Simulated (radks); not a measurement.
Problem. The mean radii <r> (bohr) of the occupied orbitals of an atom or ion are listed with their occupations. Calculated with a radial shooting solver on a logarithmic mesh with Libxc functionals: non-relativistic Kohn-Sham, Tao-Mo meta-GGA, spin-polarised, spherical densities, point nucleus; meta-GGA in the generalised Kohn-Sham scheme.

orbital  occ.     <r>
1s up       1  0.1762
1s down     1  0.1759
2s up       1  0.9518
2s down     1  0.9730
2p up       3  0.9673
2p down     1   1.012

Name the element and its charge. Open shells, if any, are filled with parallel spins first.

Solution. Z = 9, fluorine, charge +1: F+ in [He] 2s2 2p4. The 1s radius gives Z: for a bare nucleus <r> = 1.5/Z, 0.1667 bohr for Z = 9, and screening makes it slightly larger (0.1762 here). The occupations add up to 8, and the charge is Z minus that.
